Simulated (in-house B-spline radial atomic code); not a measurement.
Tl31+: [Kr] 4d10 (4f5/2)4

Method: Dirac-Hartree-Fock, average of the jj configuration, Fermi nucleus of rms radius 5.4759 fm. Calculated with an all-electron radial atomic-structure program (B-spline basis).

Effective charges: Z_r = [3n² - l(l+1)]/(2<r>) from the radius, Z_e = n√(-2ε) from the energy, and Slater's rules. Values are occupation-weighted means over j. An effective charge above Z reflects the relativistic contraction of the inner shells.

```
shell  electrons   ε (eV)  <r> (bohr)    Z_r    Z_e  Slater
   1s          2   -87213     0.01632  91.91  80.06   80.70
   2s          2   -16593     0.06805  88.17  69.84   76.85
   2p          6   -14563     0.06181  80.89  65.43   76.85
   3s          2  -4872.1      0.1761  76.65  56.77   69.75
   3p          6  -4268.3      0.1771  70.56  53.14   69.75
   3d         10  -3580.7      0.1615  65.02  48.67   59.85
   4s          2  -1896.6      0.3752  63.97  47.23   53.25
   4p          6  -1681.3      0.3916  58.73  44.47   53.25
   4d         10  -1411.4      0.4003  52.46  40.74   41.85
   4f          4  -1156.4      0.3809  47.25  36.88   33.95
```

The least bound orbital is 4f5/2 at -1156 eV, while the most diffuse is 4d5/2 (<r> = 0.404 bohr against 0.3809 bohr): energy order and size order differ.

For the 1s electron the small component carries 9.52 % of the norm, the zero-frequency Breit interaction raises the level by 329.4 eV, self-energy by 212.8 eV, and vacuum polarisation lowers it by 44.72 eV.
